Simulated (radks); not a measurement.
Initial-state core-level shifts of the hafnium ion Hf2+ when its valence configuration changes from [Xe] 4f14 5d2. Method: Dirac Kohn-Sham, PBE, spin-unpolarised, spherical densities, finite nucleus; open shells are shared between the two j in proportion to 2j + 1; Fermi nuclear charge, rms radius 5.347 fm; computed with a radial shooting solver on a logarithmic mesh with Libxc functionals. Shifts are changes of the shell-averaged eigenvalues in eV (positive: less bound); the change of the density at the nucleus, which sets a Mossbauer isomer shift, is in e/bohr^3, on a base of 1.209e+06.

valence                1s       2p       4s       4p  density at nucleus
4f13 5d2 6s1      -11.381  -12.103  -12.639  -12.408              +162.3
4f14 5d1 6p1       -4.111   -4.214   -4.171   -4.179                +8.8
4f13 5d3           -8.501   -9.088   -9.678   -9.441               +61.9
4f14 5d1 6s1       -2.670   -2.794   -2.750   -2.758               +93.4
4f14 6p2           -8.446   -8.673   -8.557   -8.575               +20.5
4f13.5 5d1 6s1.5   -8.426   -8.908   -9.129   -9.028              +180.5
4f14 6s1 6p1       -7.035   -7.280   -7.166   -7.184              +111.7
4f13 5d2 6p1      -12.797  -13.496  -14.037  -13.805               +71.6
4f13 6s1 6p2      -20.596  -21.603  -21.950  -21.731              +205.5
